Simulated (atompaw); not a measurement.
Building the PAW (atompaw) potential for Yb (Z = 70) (PBEsol, scalar-relativistic).

Input for atompaw 4.2.0.5:

```
Yb 70
GGA-PBESOL scalarrelativistic loggrid 2001 logderivrange -4 5 226
6 6 5 4 0 0
6 0 1
6 1 1
5 2 0
0 0 0
c
c
c
c
c
v
c
c
c
v
v
c
c
v
v
3
3.00 2.30 2.25 2.60
y
0.7
n
n
y
1.05
n
y
0.45
n
custom rrkj gramschmidtortho gaussian
4 1 troulliermartins
3.00
3.00
2.50
2.05
2.80
3.00
1.20
1.20
PWSCFOUT
UPFDX 0.0125d0 UPFXMIN -7.d0 UPFZMESH 70.d0
END
```

Command:

```bash
atompaw < Yb.input > Yb.log
```

Output (summary file):

```
[... start of the log left out ...]
         rc =    3.0029675806369642
        irc =         1519
   rc_shape =    2.3025177652348368
    rc_vloc =    2.2559529809191665
    rc_core =    2.6027982735444657
   Vloc: Norm-conserving Troullier-Martins with l= 4;e=   1.0000E+00
   Projector type: RRKJ pseudization + Gram-Schmidt ortho.
   Gaussian compensation charge shape with gausstol =   1.0000E-04

 Number of basis functions     8
 No.   n  nodes  l      Energy         Cp coeff         Occ
  1    6    5    0   -0.3546083E+00  0.1000000E+01  0.1000000E+01
  2  999    6    0    0.7000000E+00  0.1445906E-01  0.0000000E+00
  3    5    3    1   -0.2138850E+01  0.1000000E+01  0.6000000E+01
  4    6    4    1   -0.1317131E+00 -0.1746497E+01  0.1000000E+01
  5    5    2    2   -0.1292014E+00  0.1000000E+01  0.0000000E+00
  6  999    3    2    0.1050000E+01 -0.4890104E+01  0.0000000E+00
  7    4    0    3   -0.3418734E+00  0.1000000E+01  0.1400000E+02
  8  999    1    3    0.4500000E+00  0.4791722E-03  0.0000000E+00

 Eigenvalues of overlap operator (in the basis of projectors):
    1       -6.03506206E+02
    2        7.30709018E-02
    3        2.01671765E-01
    4        1.38969006E+00
    5        3.36421388E+00
    6        4.96753843E+00
    7        5.18230221E+01
    8        3.44660753E+05

The overlap operator has at least one negative eigenvalue!
It might be not positive definite...
Program is stopping.
This probably means that your projectors are too similar
or that your PAW basis is incomplete.
Advice: try to change your input parameters (f.i. : reference energies).
```

The run stopped because the overlap operator built from these waves and projectors is not positive definite.

The run took about 2 min on one core of a shared server CPU.
